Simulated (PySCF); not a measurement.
A structure optimised at PBE-D3(BJ)/def2-SVP, used in a PySCF frequency run:

```xyz
10

C      0.0000     0.0000    -1.3632
C      0.0000    -1.1920    -0.6236
N      0.0000    -1.2032     0.7192
C      0.0000     0.0000     1.3157
N      0.0000     1.2032     0.7192
C      0.0000     1.1920    -0.6236
H      0.0000     0.0000    -2.4632
H      0.0000    -2.1748    -1.1296
H      0.0000     0.0000     2.4216
H      0.0000     2.1748    -1.1296
```

### Question
Write its SMILES, formula and point group.

### Answer
c1cncnc1, C₄H₄N₂, C2v

### Question
What are its rotational constants (standard atomic weights)?

### Answer
6.2028, 6.0004, 3.0500 GHz
